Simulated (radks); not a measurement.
Task: The mean radii <r> (bohr) of the occupied orbitals of an atom or ion are listed with their occupations. All-electron calculation, scalar-relativistic Kohn-Sham, PBEsol, spin-unpolarised, spherical densities, point nucleus. Program: a radial shooting solver on a logarithmic mesh with Libxc functionals.

orbital  occ.      <r>
1s          2  0.03041
2s          2   0.1317
2p          6   0.1149
3s          2   0.3585
3p          6   0.3572
3d         10   0.3347
4s          2   0.8719
4p          6   0.9458
4d          8    1.177
5s          1    2.298
5p          1    2.740

Name the element and its charge.

Result: Z = 48, cadmium, charge +2: Cd2+ in [Kr] 4d8 5s1 5p1. The 1s radius gives Z: for a bare nucleus <r> = (2 gamma + 1)/(2Z) with gamma = sqrt(1 - (Z/c)^2), 0.02993 bohr for Z = 48, and screening makes it slightly larger (0.03041 here). The occupations add up to 46, and the charge is Z minus that.
